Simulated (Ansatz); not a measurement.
C₃H₉FO₃SW, relaxed with RKS PBE0-D4/def2-TZVP in Ansatz 0.2.0 from a PBE-D4/def2-SVP geometry. The force threshold is 0.005 eV/Å; the program also tests the step.

Charge 0, multiplicity 1. W takes the def2 core potential. The bonds changed during the relaxation, so this is another structure than the one it started from.

Start:

```xyz
18

C    -0.342   -0.782   -1.996
O    -0.391   -0.734   -0.591
W     0.423    0.392    0.684
F     1.841    1.548    1.218
S     1.153   -0.878    2.564
O    -0.426   -1.350    1.941
C    -0.536   -2.697    1.440
O    -0.055    1.869   -0.378
C     0.221    3.249   -0.416
H    -1.080   -1.527   -2.363
H    -0.585    0.217   -2.423
H     0.673   -1.077   -2.341
H    -1.531   -2.754    0.960
H     0.253   -2.928    0.697
H    -0.482   -3.400    2.296
H     0.307    3.574   -1.476
H    -0.612    3.809    0.062
H     1.168    3.470    0.123
```

(1) How much energy does the relaxation release, and in how many steps? (An estimate is asked.)

(2) Which bonds change most? (Estimate.)

(3) Give the relaxed structure. (Estimate.)

## Answers

(1) Computed: 0.12 eV, in 14 steps.

(2) Ansatz gave: S5–O6 from 1.762 to 1.705 Å; W3–S5 from 2.384 to 2.348 Å; W3–O8 from 1.881 to 1.856 Å; O2–W3 from 1.886 to 1.862 Å.

(3) Ansatz gave: 
```xyz
18

C    -0.340   -0.760   -1.979
O    -0.367   -0.731   -0.580
W     0.421    0.389    0.681
F     1.805    1.540    1.255
S     1.156   -0.916    2.488
O    -0.399   -1.350    1.938
C    -0.535   -2.682    1.434
O    -0.045    1.852   -0.361
C     0.219    3.224   -0.427
H    -1.077   -1.485   -2.335
H    -0.580    0.230   -2.378
H     0.653   -1.054   -2.333
H    -1.519   -2.730    0.970
H     0.237   -2.907    0.699
H    -0.475   -3.373    2.276
H     0.348    3.510   -1.474
H    -0.628    3.776   -0.010
H     1.124    3.466    0.135
```
